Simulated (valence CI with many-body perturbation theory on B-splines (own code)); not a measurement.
The numbers below are computed, except where a source is named.
# Sensitivity of CI+MBPT for Ru30+

Level of theory: valence CI with perturbative core correlation (CI+MBPT): four valence electrons over a frozen Dirac-Fock core [Ne], radial functions for each j: 6 s, 6 p, 5 d, 3 f, 1 g, with the one-electron correlation potential Σ1 (screened to all orders), the two-electron term Σ2, the three-electron term Σ3, Breit, model QED; selected single and double excitations, second order for the rest (own B-spline code, finite nucleus).

No measured spectrum was set against this ion. As an estimate, large intervals hold to a few tenths of a per cent, small ones and those within an open d or f shell to about a per cent.

The reference run has the lowest level (3s^2 3p1/2^2) J=0 and an ionisation energy of 1741.33 eV. Its largest variational space holds 9999 state functions.

Levels are named by their leading jj configuration (3d3/2^4 stands for four electrons in 3d with j = 3/2), which in mixed levels can hold well under half, so a name can repeat and another be missing. Letters in brackets count levels of one name in rising energy.

| Level | Reference (cm⁻¹) | Shift (cm⁻¹) |
| --- | --- | --- |
| (3s^2 3p1/2 3p3/2) J=1 | 207432 | +38 |
| (3s^2 3p1/2 3p3/2) J=2 | 245723 | +39 |
| (3s^2 3p3/2^2) J=2 | 481566 | +77 |
| (3s^2 3p3/2^2) J=0 | 570109 | +77 |
| (3s 3p1/2^2 3p3/2) J=2 | 791017 | -104 |
| (3s 3p1/2^2 3p3/2) J=1 | 918140 | -102 |
| (3s 3p1/2 3p3/2^2) J=2 [a] | 994057 | -74 |
| (3s 3p1/2 3p3/2^2) J=3 | 1054610 | -68 |
| (3s^2 3p1/2 3d3/2) J=2 | 1091810 | -89 |
| (3s 3p1/2 3p3/2^2) J=0 | 1138820 | -69 |
| (3s 3p1/2 3p3/2^2) J=1 [a] | 1161220 | -68 |
| (3s 3p1/2 3p3/2^2) J=2 [b] | 1199870 | -70 |

The ionisation energy moves by +0.09 eV.

Q: Which of these changes was made?
A. scale of Σ2 1 → -1
B. Davidson tolerance 2e-05 → 0.001
C. scale of Σ1 1 → 1.1
D. size limit of the variational space 10000 → 1500; second order for the rest on → off

A: C. scale of Σ1 1 → 1.1.
